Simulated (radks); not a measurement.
Task: The mercury ion Hg10+ is in [Xe] 4f14 5d(3/2: 2, 5/2: 0). Method: Dirac Kohn-Sham, relativistic LDA (MacDonald-Vosko exchange, VWN5 correlation), spin-unpolarised, spherical densities, finite nucleus; Fermi nuclear charge, rms radius of each element as measured or else 0.836 A^(1/3) + 0.57 fm; computed with a radial shooting solver on a logarithmic mesh with Libxc functionals. Sub-shells are occupied by j as written (lower j first in brackets). One electron is removed from 5p1/2, 5p3/2, 4f7/2, 5d3/2 in turn, with full relaxation. Which removal costs least, and what does each cost?

Result: 5d3/2 173.53 eV; 5p3/2 233.66 eV; 5p1/2 255.40 eV; 4f7/2 285.21 eV. The 5d3/2 electron leaves first.
